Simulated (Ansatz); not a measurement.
Geometry optimisation, RKS PBE/def2-SVP (Ansatz 0.2.0).

The input (input.yaml):

```yaml
crystal:
  periodic: [false, false, false]
  atoms:
    - { symbol: Si, position_ang: [-0.99537, 1.19478, -0.27742] }
    - { symbol: Zn, position_ang: [1.52508, 1.20106, -0.39999] }
    - { symbol: P, position_ang: [2.02867, -1.42529, -0.21444] }
    - { symbol: Ga, position_ang: [-0.22874, -1.18913, 0.16298] }
    - { symbol: H, position_ang: [-1.49333, 1.59689, -1.62167] }
    - { symbol: H, position_ang: [-1.64413, 2.21971, 0.57457] }
    - { symbol: H, position_ang: [2.23872, -1.37611, 1.16802] }
    - { symbol: H, position_ang: [-1.4309, -2.22191, 0.60794] }
basis:
  gaussian: { orbitals: def2-SVP }
hamiltonian:
  xc: pbe
relax:
  f_tol: 0.02
  max_steps: 50
```

Run as:

```bash
$ ansatz run input.yaml --threads 2 --pin off --max-ram 3072MiB --backend cpu --events-out ev --progress --plain --runs-dir out
```

Problem. Where does it end, and by what steps?

Solution. It converged. The force dipped under the threshold on the way, but the program's further checks kept it going. After 9 steps the energy has fallen by 0.528 eV; Si1 moved furthest, 0.28 Å.

```
step  energy less start (eV)  largest force component (eV/Å)  accepted
   0                  0.0000                           1.325       yes
   1                 -0.4382                           0.659       yes
   2                 -0.5046                           0.350       yes
   3                 -0.5143                           0.146       yes
   4                 -0.5189                           0.089       yes
   5                 -0.5228                           0.076       yes
   6                 -0.5252                           0.135       yes
   7                 -0.5266                           0.080       yes
   8                 -0.5276                           0.020       yes
   9                 -0.5278                           0.015       yes
```

```xyz
8
Properties=species:S:1:pos:R:3
Si -0.876 1.328 -0.495
Zn 1.462 1.054 -0.267
P 1.959 -1.223 -0.161
Ga -0.366 -1.030 0.147
H -1.652 1.629 -1.756
H -1.565 2.023 0.658
H 2.325 -1.584 1.183
H -1.286 -2.199 0.690
```

Whether the end is a true minimum wasn't checked by a vibrational analysis.

Time of the run: 35 s on 2 threads of Arm Neoverse V1, with other jobs on the host, peak memory 0.18 GiB.
